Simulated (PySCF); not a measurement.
In(H)2(OMe) (CH5InO), SMILES C[O][InH2]. Geometry: B3LYP-D3(BJ)/def2-SVP. The def2 effective core potentials stand for the cores of In; spin–orbit coupling is left out.

These are B3LYP-D3(BJ)/def2-SVP run with PySCF values and carry that method's errors.

Harmonic wavenumbers (cm⁻¹): 97, 186, 197, 411, 514, 521, 562, 1129, 1174, 1193, 1464, 1475, 1478, 1780, 1828, 2936, 2999, 3015. Rotational constants (GHz): 34.88, 2.998, 2.810; symmetry number 1.

Problem. Work out the zero-point energy and the ideal-gas rigid-rotor harmonic-oscillator thermochemistry at 298.15 K and 1 atm.

Solution. ZPE = ½ Σ hcν = ½ × 22960 cm⁻¹ = 137.33 kJ/mol. H − E(el) = 154.78 kJ/mol. Entropy in J/(mol K): translation 171.06, rotation 102.54, vibration 45.16, total 318.76. G − E(el) = 59.74 kJ/mol. Cp = 81.88 J/(mol K). Modes under 150 cm⁻¹ make the vibrational entropy uncertain.
